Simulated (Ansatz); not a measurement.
A structure relaxed at PBE-D4/def2-SVP in Ansatz, charge 0, singlet:

Cartesian coordinates in Å:
```
V 0.373 -0.724 1.432
V -0.591 0.701 -1.263
O 0.334 -1.581 2.995
O 1.926 -0.667 0.672
O 0.906 0.459 -1.700
O -1.166 -0.341 0.398
O 0.424 -0.166 3.138
O -0.570 0.997 0.627
O -1.386 1.973 -2.151
H -1.233 -0.598 -1.979
H -1.016 2.465 -2.911
H 0.012 -2.230 0.983
H 1.987 -0.289 -0.240
```

(1) Give its formula.

(2) Summarise the bond lengths by kind (pairs closer than 1.2 times the sum of covalent radii, bridged metal pairs left out).

Answers

(1) V2O7H4.

(2) 9 × O–V 1.58 to 2.12 Å; 2 × O–O 1.43 to 1.48 Å; 2 × H–O 0.98 to 0.99 Å; 2 × H–V 1.61 to 1.62 Å.

The structure holds 2 bonds between oxygen atoms, so isomers without such links may lie far lower. The restricted singlet is unstable towards broken spin symmetry in Hartree–Fock (as tested in another run); at PBE-D4/def2-SVP this wasn't settled. The relaxation made no stability test and no search for a lower SCF solution. No other spin state of charge 0 was run. Another isomer (singlet) lies 3.67 eV lower at PBE0-D4/def2-TZVP; other spin states weren't run for this one.
